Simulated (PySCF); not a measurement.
C4H10OSi, SMILES C(=C)([SiH2]O)CC.

Geometry: B3LYP-D3(BJ)/def2-SVP. This is a generated structure with no PubChem entry under its InChIKey; it may be hypothetical. The values are those of a single conformer.

Two levels are set side by side: PBE/def2-TZVP (PySCF) and ωB97X/def2-TZVP (PySCF). Same geometry, gas phase. Differences are taken from unrounded values.

| quantity | ωB97X |
|---|---|
| orbital gap (eV) | 11.85 |
| highest occupied level (eV) | -9.88 |
| lowest empty level (eV) | 1.97 |
| dipole moment (D) | 1.76 |
| mean polarisability (bohr³) | 76.7 |

Task: What does PBE give, and how far is it from ωB97X? (Estimate from the structure and the level; the computed values follow.)

Result: 
```json
[
 {"quantity": "orbital gap (eV)", "PBE": "5.24", "PBE minus ωB97X": "-6.61"},
 {"quantity": "highest occupied level (eV)", "PBE": "-6.42", "PBE minus ωB97X": "3.46"},
 {"quantity": "lowest empty level (eV)", "PBE": "-1.18", "PBE minus ωB97X": "-3.15"},
 {"quantity": "dipole moment (D)", "PBE": "1.67", "PBE minus ωB97X": "-0.09"},
 {"quantity": "mean polarisability (bohr³)", "PBE": "80.4", "PBE minus ωB97X": "3.7"}
]
```

Without exact exchange PBE keeps part of each electron's self-repulsion, which lifts occupied levels and narrows the gap. PBE's more diffuse valence density responds more strongly to a field. Differences between two approximate levels are no errors against the true value.

Rough cost on one machine, each run with all the roots and properties that it gave: ωB97X against PBE within a factor of 2.
